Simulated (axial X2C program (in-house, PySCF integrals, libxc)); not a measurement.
## Which molecule has these constants?

All values come from calculations with an in-house all-electron X2C program for linear molecules (integrals from PySCF), spin-free (one-electron X2C) or two-component (2c: spin–orbit coupling with atomic mean-field Coulomb and Gaunt terms, which also bring small scalar terms), in Dyall basis sets with cores contracted in-house; open shells are unrestricted.

A two-component PBE0 calculation in a Dyall 3-zeta basis gave Re = 3.026 Å, ωe = 130.6 cm⁻¹, De = 0.35 eV, dipole magnitude 0.82 D, Ω = 0.

Task: Which molecule is it?
A. MgSi
B. MgPb
C. MgGe
D. MgSn
E. MgC

Result: B. The others have MgSi 2.545 Å and 312.7 cm⁻¹ (Ω = 1); MgSn 2.770 Å and 218.9 cm⁻¹ (Ω = 1); MgGe 2.582 Å and 253.5 cm⁻¹ (Ω = 1); MgC 2.075 Å and 544.8 cm⁻¹ (Ω = 1).

Each entry is the lowest single determinant of a limited PBE0 search at one distance. De goes to single-determinant-based atoms at the same level (for ions the charge split of lowest energy) and is withheld (n/a) where an atom does not fit its ground term or J level. Main or longest-lived isotopes. One determinant is a doubtful description, or other states lie close, for MgPb, MgSi, MgSn, MgGe, MgC; these need not be ground states, and all values refer to the states named. Some open-shell Ω = 0 determinants are out of reach, so the Ω given for MgSi, MgSn, MgGe, MgC need not be the lowest component. With several unpaired electrons the Ω given is that of one determinant, not necessarily of the lowest component. Some light 2c atoms are not at their ground J level, so De misses part of their lowering (0.04 eV or less). The functionals have no current term, which raises determinants with orbital currents.
